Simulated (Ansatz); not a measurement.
Wavefunction ladder for `[SiH2]1[S][SnH2]1`

Cartesian coordinates in Å:
```
Si 1.1495 -0.1652 0.4923
S 0.6371 1.5389 -0.6497
Sn -1.1825 -0.1421 -0.3295
H 1.4111 0.0289 1.9391
H 2.1165 -1.1234 -0.0960
H -2.4737 0.5961 0.4950
H -1.6581 -0.7333 -1.8514
```

The species carries charge 0 and has multiplicity 1. Correlated methods include outer-core shells of Sn, which these sets cover unevenly. Sn: def2 effective core potential. All single points use the PBE0-D4/def2-TZVP geometry. Frozen core, restricted reference, the Gaussian-basis code of Ansatz.

```json
{"basis": "def2-SVP", "HF (Eh)": "-901.92221", "MP2 corr.": "-0.33558", "CCSD corr.": "-0.38110", "(T)": "-0.01365", "CCSD(T) total": "-902.31696"}
{"basis": "def2-TZVPP", "HF (Eh)": "-902.17610", "MP2 corr.": "-0.62448", "CCSD corr.": "-0.65553", "(T)": "-0.02679", "CCSD(T) total": "-902.85842"}
{"basis": "def2-QZVPP", "HF (Eh)": "-902.19793", "MP2 corr.": "-0.86303", "CCSD corr.": "–", "(T)": "–", "CCSD(T) total": "–"}
```
